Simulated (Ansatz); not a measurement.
```yaml
crystal:
  periodic: [false, false, false]
  atoms:
    - {symbol: C, position_ang: [-3.190386, 0.458650, -0.549746]}
    - {symbol: C, position_ang: [-1.904172, 0.287390, -0.627196]}
    - {symbol: C, position_ang: [-1.264539, -1.040486, -0.176017]}
    - {symbol: C, position_ang: [-0.408276, -0.802486, 0.995350]}
    - {symbol: C, position_ang: [0.758203, 0.155285, 0.824831]}
    - {symbol: C, position_ang: [1.690748, -0.101458, -0.282180]}
    - {symbol: C, position_ang: [2.830540, 0.841920, -0.342132]}
    - {symbol: H, position_ang: [-3.933488, -0.307285, -0.150259]}
    - {symbol: H, position_ang: [-3.732398, 1.453456, -0.826085]}
    - {symbol: H, position_ang: [-1.338018, 1.043080, -0.933049]}
    - {symbol: H, position_ang: [-0.711591, -1.409327, -1.026414]}
    - {symbol: H, position_ang: [-2.007174, -1.755287, 0.038270]}
    - {symbol: H, position_ang: [0.072707, -1.811659, 1.215338]}
    - {symbol: H, position_ang: [-0.973144, -0.518320, 1.920490]}
    - {symbol: H, position_ang: [1.336143, 0.220090, 1.737846]}
    - {symbol: H, position_ang: [0.342398, 1.205438, 0.744624]}
    - {symbol: H, position_ang: [1.132158, -0.095613, -1.206267]}
    - {symbol: H, position_ang: [2.052901, -1.152133, -0.185003]}
    - {symbol: H, position_ang: [3.381239, 0.874941, 0.539135]}
    - {symbol: H, position_ang: [2.513439, 1.926649, -0.489155]}
    - {symbol: H, position_ang: [3.568838, 0.634602, -1.231262]}
basis:
  gaussian: {orbitals: def2-TZVPP, fitting: {mean_field: cc-pVTZ-jkfit}, nuclear_model: gaussian}
hamiltonian: {xc: {name: PBE0-DH}}
output: {forces: true}
```

```sh
$ ansatz run in.yaml --threads 2 --pin off --events-out ev --progress --plain --max-ram 20480MiB --backend cuda --devices 0, --max-vram 18GiB
```

It prints (some lines left out):

```
Functional definition: PBE0-DH
973 factors; integrals over basis functions are off by at most 7.0e-1 eV
mean field evaluation 1: about -7464.5740 eV, gradient 6.7e1 eV
mean field evaluation 2: about -7464.5747 eV, gradient 6.7e1 eV
mean field evaluation 4: about -7475.2081 eV, gradient 6.1e0 eV
mean field evaluation 8: about -7475.2974 eV, gradient 1.5e-1 eV
mean field evaluation 16: about -7475.2975 eV, gradient 1.5e-5 eV
mean field -7475.29745731 eV, -274.7121146175 hartree, gradient 7.3e-6 eV, S^2 0.000000; 0 other end points of the search recorded, 0 dependent functions left out
7 core orbitals not correlated: weight in the atoms' cores, before any rotation towards them, 1.000 or more for the frozen orbitals, at most 0.000 for the correlated occupied ones
reference -7475.29748517 eV, -274.7121156414 hartree; 21, 21 occupied and 385, 385 virtual orbitals, 973 factors
second order -40.15561574 eV of doubles, -0.00000000 eV of singles
Total energy: -7480.31693714 eV, -274.8965770989 hartree
Atom 0 at    -3.190386     0.458650    -0.549746 Å, force    -4.106020     1.423913     0.220153 eV/Å
Atom 1 at    -1.904172     0.287390    -0.627196 Å, force    -1.505745    -4.473810     1.643427 eV/Å
Atom 2 at    -1.264539    -1.040486    -0.176017 Å, force    -0.395970     2.719720    -1.555360 eV/Å
Atom 3 at    -0.408276    -0.802486     0.995350 Å, force     1.987606    -1.749754     2.061340 eV/Å
Atom 4 at     0.758203     0.155285     0.824831 Å, force    -1.358655     2.121138     0.940508 eV/Å
Atom 5 at     1.690748    -0.101458    -0.282180 Å, force     0.069203    -1.681111    -0.809287 eV/Å
Atom 6 at     2.830540     0.841920    -0.342132 Å, force     0.850061     1.888097    -3.378749 eV/Å
Atom 7 at    -3.933488    -0.307285    -0.150259 Å, force     1.368826     0.903800    -0.664633 eV/Å
Atom 8 at    -3.732398     1.453456    -0.826085 Å, force     1.317742    -1.882533     0.439604 eV/Å
Atom 9 at    -1.338018     1.043080    -0.933049 Å, force     2.583884     2.897086    -1.339320 eV/Å
Atom 10 at    -0.711591    -1.409327    -1.026414 Å, force     0.450211    -0.294671    -0.119536 eV/Å
Atom 11 at    -2.007174    -1.755287     0.038270 Å, force    -1.047541    -0.723067     0.251282 eV/Å
Atom 12 at     0.072707    -1.811659     1.215338 Å, force    -0.574379     1.036871     0.133585 eV/Å
Atom 13 at    -0.973144    -0.518320     1.920490 Å, force     0.269735    -0.245434    -0.985935 eV/Å
Atom 14 at     1.336143     0.220090     1.737846 Å, force     0.000656    -0.273708     0.452179 eV/Å
Atom 15 at     0.342398     1.205438     0.744624 Å, force     0.397377    -0.938924    -0.142765 eV/Å
Atom 16 at     1.132158    -0.095613    -1.206267 Å, force    -0.018038     0.074087    -0.490061 eV/Å
Atom 17 at     2.052901    -1.152133    -0.185003 Å, force    -0.040432     0.630412    -0.078668 eV/Å
Atom 18 at     3.381239     0.874941     0.539135 Å, force     1.116065    -0.264876     1.608505 eV/Å
Atom 19 at     2.513439     1.926649    -0.489155 Å, force     0.081614    -1.398299     0.038470 eV/Å
Atom 20 at     3.568838     0.634602    -1.231262 Å, force    -1.446198     0.231063     1.775260 eV/Å
Dipole moment:     0.074659    -0.042876     0.042944 e Å
```

Hardware: 2 threads of an AMD EPYC 7R13 on a shared host and a share of an NVIDIA H100 80 GB. Wall time 6.5 s, peak host memory 1.6 GiB.
